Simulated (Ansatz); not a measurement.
Harmonic frequencies (cm⁻¹) at PBE0-D4/def2-TZVP from Ansatz: 16, 49, 77, 126, 164, 184, 203, 229, 387, 404, 536, 698, 739, 1180, 1181, 1231, 1478, 1489, 1491, 2990, 3050, 3051, 4013, 4015.

Each molecule was computed in one conformer, which needn't be the lowest.

(1) Which molecule is it?
A. `[NH2][Sc]([OH])[O][SiH3]`
B. `C[O][Sc]([NH2])[OH]`
C. `C[O][Sc]([OH])[OH]`
D. `[NH2][Sc]([NH2])[OH]`

Answers

(1) C.
